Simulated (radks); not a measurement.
Values are calculated unless marked as measured or tabulated.
Initial-state core-level shifts of neutral lead when its valence configuration changes from [Hg] 6p2. Code: a radial shooting solver on a logarithmic mesh with Libxc functionals. Model: scalar-relativistic Kohn-Sham, r2SCAN, spin-polarised, spherical densities, finite nucleus; open shells are filled with parallel spins first (spin-orbit coupling, left out, can overturn this in heavy ions); meta-GGA in the generalised Kohn-Sham scheme; Fermi nuclear charge, rms radius 5.5012 fm. Shifts are changes of the shell-averaged eigenvalues in eV (positive: less bound); the change of the density at the nucleus, which sets a Mossbauer isomer shift, is in e/bohr^3, on a base of 2.954e+06.

valence                          3s       4p       4d       5s  density at nucleus
[Xe] 4f14 5d10 6s1.5 6p2.5   -0.713   -0.716   -0.716   -0.725              -130.2
[Xe] 4f14 5d9 6s2 6p3        -5.957   -5.868   -5.865   -5.459               +83.2
[Xe] 4f14 5d10 6s1 6p3       -1.339   -1.348   -1.347   -1.370              -267.4
[Xe] 4f14 5d8 6s2 6p4       -12.364  -12.160  -12.151  -11.241              +158.2
[Xe] 4f14 5d6 6s2 6p6       -25.021  -24.515  -24.487  -22.252              +332.6
[Xe] 4f13 5d10 6s2 6p3      -23.899  -19.979  -19.384  -10.152              +292.8
[Xe] 4f13.5 5d10 6s2 6p2.5  -11.839   -9.932   -9.635   -5.064              +144.9
[Xe] 4f14 5d10 6p4           -3.659   -3.669   -3.664   -3.684              -526.1
